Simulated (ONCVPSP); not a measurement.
# Hf: one change to an ONCV potential, before and after

hafnium, optimised norm-conserving Vanderbilt (ONCV), made with ONCVPSP 4.0.1 (PBE, scalar-relativistic). Core [Kr] 4d10 4f14 5s2, reference 5p6 5d2 6s2. Waves: 6s: rc 2.40 bohr, ncon 4, nbas 7, qcut 2.9 1/bohr, 2 projectors, debl 4 Ha; 5p: rc 2.20 bohr, ncon 4, nbas 8, qcut 6.7 1/bohr, 2 projectors, debl 1.4 Ha; 5d: rc 2.70 bohr, ncon 4, nbas 8, qcut 5.3 1/bohr, 3 projectors, debl 4 Ha. Local part: polynomial inside 2.15 bohr (lpopt 4, dvloc0 0 Ha). Core correction: polynomial model core, fcfact 0.7.

Change: p: qcut 9.

Cutoffs: the cutoffs (Ha) at which the residual kinetic energy of the hardest occupied pseudo-wave falls to 1 and 0.1 mHa per electron; they do not see the model core or the augmentation charge, which bear on the density cutoff. Errors are all-electron minus pseudo energies relative to the spin-unpolarised reference configuration.

Task: How do hardness, ghosts and transferability respond?

Result: The potential gets harder (11 Ha and 19 Ha → 21 Ha and 26 Ha); the errors of the 3 common tests hardly move; neither file shows a bound ghost. The waves are optimised to have the least kinetic energy above qcut, so the cutoff follows it (qcut²/2 in Ha).

```csv
quantity,base,changed
"cutoff, loose",11 Ha,21 Ha
"cutoff, tight",19 Ha,26 Ha
loose cutoff by channel,"s 2.9 Ha, p 11 Ha, d 9.8 Ha","s 2.9 Ha, p 21 Ha, d 9.8 Ha"
bound ghosts,none,none
GHOST(+) flags under 300 eV,s at 74.4 eV,s at 74.4 eV
tests with a reliable result,3 of 4,3 of 4
"error for 5p6 5d2 6s1, meV [ΔE 7.98 eV]",-7.0,-7.0
"error for 5p6 5d2 6s0, meV [ΔE 22.16 eV]",-33,-33
"error for 5p6 5d3 6s1, meV [ΔE 2.59 eV]",-18,-18
s: phases at 2.43 bohr within 0.05 rad from the reference energy up to (Ha; the scan ends near 5),2.3,2.3
p: phases at 2.24 bohr within 0.05 rad from the reference energy up to (Ha; the scan ends near 5),4.5,to the end of the scan
d: phases at 2.74 bohr within 0.05 rad from the reference energy up to (Ha; the scan ends near 5),to the end of the scan,to the end of the scan
"rms error of d²Exc/dni dnj with the model core, mHa",0.61,0.44
```

Base: The cutoffs count occupied waves only; projector 2 of the s channel, the hardest unoccupied one, needs 27 Ha at the loose tolerance.
